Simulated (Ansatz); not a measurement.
Total energies of the cluster GaF3 (the lowest singlet isomer of a short search) from Ansatz at CCSD(T)/def2-TZVPP, gas phase (1 Eh = 27.2114 eV = 2625.5 kJ/mol). The reference geometry is relaxed at PBE-D4/def2-TZVP.

```xyz
4

Ga    0.000    0.000    0.000
F    -1.023    0.895   -1.096
F     1.558    0.640    0.461
F    -0.535   -1.536    0.635
```

```tsv
state	geometry	energy (Eh)
charge 0 singlet	reference	-2222.81665
charge 1 doublet	reference	-2222.26309
charge 0 triplet	relaxed at PBE-D4/def2-TZVP	-2222.62447
charge 0 quintet	relaxed at PBE-D4/def2-TZVP	-2222.31279
free Ga atom (doublet)	–	-1923.41187
free F atom (doublet)	–	-99.62506
```

Correlated methods freeze 12 core orbitals; core or outer-core shells of Ga are correlated, in sets that lack core-valence functions. In CCSD on the charge 0 triplet the largest single amplitude is 0.34, so its Hartree–Fock determinant may place the open shell otherwise than the density functionals do.

(1) Work out the vertical ionisation energy to the doublet.

(2) Which of the charge 0 states is lowest, and how far above it are the others?

(3) What is the binding energy per atom against free atoms?

(1) E(charge 1 doublet) − E(charge 0 singlet) = -2222.26309 − (-2222.81665) = 0.55356 Eh = 15.06 eV.

(2) The singlet. triplet: -2222.62447 − (-2222.81665) = 0.19218 Eh = 504.6 kJ/mol; quintet: -2222.31279 − (-2222.81665) = 0.50386 Eh = 1322.9 kJ/mol.

(3) Atoms: 1 × (-1923.41187) + 3 × (-99.62506) = -2222.28705 Eh. Binding: -2222.28705 − (-2222.81665) = 0.52960 Eh = 14.41 eV, or 3.60 eV for each of 4 atoms (no zero-point energy, no counterpoise term).

At CCSD(T)/def2-TZVPP T1 of the charge 0 triplet is large (up to 0.048), so the single-reference result is doubtful. 

The structure comes from a short search, and lower isomers may exist.
